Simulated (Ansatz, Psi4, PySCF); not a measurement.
C$_{3}$H$_{9}$BClN (SMILES CC(C)NBCl), singlet, at a GFN2-xTB geometry, atoms displaced at random by about 0.03 Å a coordinate. Base run: PySCF with R2SCAN/STO-3G, gradient.

Input for PySCF:
```python
from pyscf import gto, scf, dft

mol = gto.Mole()
mol.atom = '''
    B     0.75108864    0.17804317    0.98420099
    Cl    0.22943563    0.66383450    2.52561352
    H     1.97310354    0.16020942    0.74249449
    N    -0.16680429   -0.02278843   -0.03480585
    C     0.16750438   -0.34118093   -1.38488709
    C    -0.48144615   -1.64323126   -1.80101078
    C    -0.39982774    0.71940057   -2.35098402
    H    -1.11381462    0.11722061    0.10454494
    H     1.18433119   -0.43706263   -1.55111807
    H    -0.32724591   -1.95043434   -2.75471913
    H    -0.15658189   -2.47740717   -1.13199151
    H    -1.58424699   -1.60624067   -1.68643230
    H    -0.15495283    0.48568823   -3.40252248
    H    -1.49044691    0.81903219   -2.29220028
    H     0.02317885    1.73132268   -2.10229539
'''
mol.basis = 'sto-3g'
mol.verbose = 4
mol.build()

mf = dft.RKS(mol)
mf.xc = 'r2scan'
mf.kernel()
g = mf.nuc_grad_method()
grad = g.kernel()
```

Programs used: Ansatz (a first-principles code), Psi4, PySCF; a row that names a program was run with it.

The coordinate followed is x of atom 14.

Each row names what was changed in the base input (with any setting that the change needs).

```tsv
change	dE/dx (Eh/bohr)	net force (Eh/bohr)
base	0.002613	0.003288
finite difference step (bohr) = 0.05; conv_tol = 1e-11	0.003091	-
grids.level = 0; grid_response = off	0.003690	0.049968
conv_tol = 1e-4	0.002603	0.003289
grids.level = 0; grid_response = on	0.004470	0.000000
grids.level = 1; grid_response = off	0.002575	0.012368
code = psi4	0.002653	0.001543
grids.level = 1; grid_response = on	0.002558	0.000000
code = ansatz	0.002628	0.000000
density fitting = on	0.002622	0.003288
grids.level = 5; grid_response = off	0.002629	0.000269
conv_tol = 1e-6	0.002603	0.003289
```

The net force is zero for an exact gradient.
